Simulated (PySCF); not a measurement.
## Correlation energy of Cl (chlorine, neutral)

[Ne] 3s1 3p6, 2S determinant (an excited configuration). Computed with PySCF 2.14 in aug-cc-pCVTZ-DK with one added diffuse shell each of s, p, d, f type (9s8p6d4f, 91 functions), with scalar relativity by spin-free X2C-1e. Frozen: [Ne]; 7 electrons correlated.

MP2 pair energies summed by pair of shells (mhartree):

```tsv
pair	energy	share (%)
3p-3p	-228.07	89.8
3s-3p	-26.00	10.2
```

Total MP2 correlation energy: -254.07 mhartree.

Same-spin part -48.10 and opposite-spin part -205.97 mhartree; SCS-MP2 scales them by 1/3 and 6/5 to -263.20 mhartree.
